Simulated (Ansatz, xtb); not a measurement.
Two isomers of C2H10FNSi2

Structure a: `CCN([SiH3])[SiH2]F`, a singlet. Structure b: `C[C@@H]([SiH3])N[SiH2]F`, a singlet. Both are isolated molecules in the gas phase, relaxed with PBE-D3(BJ)/def2-SVP; each stands in its lowest conformer found.

a (Å):

```yaml
atoms:
  - { symbol: C, position_ang: [0.2040, -1.8349, -0.1188] }
  - { symbol: C, position_ang: [-0.4793, -1.1519, 1.0656] }
  - { symbol: F, position_ang: [-2.9561, 1.3759, 1.5836] }
  - { symbol: N, position_ang: [-0.4199, 0.3264, 1.0010] }
  - { symbol: Si, position_ang: [1.0245, 1.1226, 1.6303] }
  - { symbol: Si, position_ang: [-1.8141, 1.1807, 0.4164] }
  - { symbol: H, position_ang: [0.1458, -2.9387, -0.0264] }
  - { symbol: H, position_ang: [-0.2800, -1.5408, -1.0721] }
  - { symbol: H, position_ang: [1.2746, -1.5533, -0.1826] }
  - { symbol: H, position_ang: [-1.5423, -1.4736, 1.1218] }
  - { symbol: H, position_ang: [-0.0220, -1.4972, 2.0208] }
  - { symbol: H, position_ang: [2.2614, 0.7308, 0.8631] }
  - { symbol: H, position_ang: [0.8144, 2.6036, 1.5138] }
  - { symbol: H, position_ang: [1.2518, 0.7370, 3.0696] }
  - { symbol: H, position_ang: [-1.4010, 2.5463, -0.0317] }
  - { symbol: H, position_ang: [-2.4685, 0.3621, -0.6561] }
```

b (Å):

```yaml
atoms:
  - { symbol: C, position_ang: [-0.4711, 0.5900, 1.6893] }
  - { symbol: C, position_ang: [0.7886, 0.1110, 0.9599] }
  - { symbol: F, position_ang: [3.4929, 0.3057, -1.5056] }
  - { symbol: N, position_ang: [0.9712, 0.8035, -0.3234] }
  - { symbol: Si, position_ang: [0.8295, -1.7898, 0.6685] }
  - { symbol: Si, position_ang: [2.4549, 1.4450, -0.9249] }
  - { symbol: H, position_ang: [-0.4432, 1.6902, 1.8324] }
  - { symbol: H, position_ang: [-1.3864, 0.3506, 1.1069] }
  - { symbol: H, position_ang: [-0.5730, 0.1071, 2.6824] }
  - { symbol: H, position_ang: [1.6751, 0.3524, 1.5896] }
  - { symbol: H, position_ang: [-0.2639, -2.1281, -0.3137] }
  - { symbol: H, position_ang: [2.1562, -2.1717, 0.0755] }
  - { symbol: H, position_ang: [0.5955, -2.5769, 1.9340] }
  - { symbol: H, position_ang: [0.2051, 0.6460, -0.9859] }
  - { symbol: H, position_ang: [3.1681, 2.1055, 0.2143] }
  - { symbol: H, position_ang: [2.1190, 2.3483, -2.0703] }
```

Estimate E(b) − E(a) at the level CCSD(T)/def2-SVP + ΔMP2/def2-TZVPP.

Calculated at CCSD(T)/def2-SVP + ΔMP2/def2-TZVPP: E(b) − E(a) = +16.5 kcal/mol, so structure a lies lower.

How the difference moves with the method:

| level | geometry | E(b) − E(a) (kcal/mol) | departure from the last row (kcal/mol) | job, with rough time for the two |
| --- | --- | --- | --- | --- |
| PBE-D3(BJ)/def2-SVP | PBE-D3(BJ)/def2-SVP | +12.4 | −4.1 | optimisation, 44 s |
| HF/def2-SVP | PBE-D3(BJ)/def2-SVP | +17.1 | +0.6 | part of the CCSD(T) run |
| MP2/def2-SVP | PBE-D3(BJ)/def2-SVP | +16.1 | −0.4 | part of the CCSD(T) run |
| CCSD(T)/def2-SVP | PBE-D3(BJ)/def2-SVP | +15.7 | −0.7 | single point |
| CCSD(T)/def2-SVP + ΔMP2/def2-TZVPP | PBE-D3(BJ)/def2-SVP | +16.5 |  | single point, 46 s |

As drawn, b has 1 C–Si, 1 N–H in place of 1 N–Si, 1 C–H.

None of the levels shown reverses the order. The largest departure from CCSD(T)/def2-SVP + ΔMP2/def2-TZVPP is that of PBE-D3(BJ)/def2-SVP, 4.1 kcal/mol. Levels run at GFN2-xTB geometries aren't shown. The last row adds to CCSD(T) the change of the MP2 difference between the two basis sets, here +0.7 kcal/mol.

With thermal terms from frequencies at re-optimised GFN2-xTB minima (ideal gas, soft modes damped towards free rotors, one conformer each, 298.15 K, 1 atm): on the last row, ΔE + ΔZPE = +16.0, ΔH = +16.1, ΔG = +16.0 kcal/mol.

The correlated steps freeze 14 core orbitals. Mirror images aren't counted in ΔG. Programs: Ansatz 0.2.0, xtb 6.7.1; the last row on 4 threads of Arm Neoverse V2 on a shared host.
